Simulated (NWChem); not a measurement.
System: hydrogen iodide (HI); SMILES I

Input file for NWChem:

```
start job
memory heap 200 mb stack 900 mb global 1100 mb
geometry units angstroms
  I      0.000000     0.000000     0.052007
  H      0.000000     0.000000    -1.565186
end
basis spherical
  * library def2-tzvp
end
ecp
  I library def2-ecp
end
dft
  xc becke88 perdew86
  iterations 150
end
driver
  maxiter 120
end
task dft optimize
dft
  grid fine
  convergence energy 1d-8 density 1d-7
end
task dft freq numerical
```

def2 effective core potentials on I; no spin-orbit coupling.

The level has its own optimisation; frequencies are unscaled.

Question: What results follow from this input? (BP86/def2-TZVP with def2 effective core potentials on I.) Quantities: r H–I (Å); highest harmonic frequency (cm⁻¹); zero-point energy (kcal/mol).

Answer: 
```json
{
  "r H–I (Å)": "1.625",
  "highest harmonic frequency (cm⁻¹)": "2242",
  "zero-point energy (kcal/mol)": "3.2"
}
```
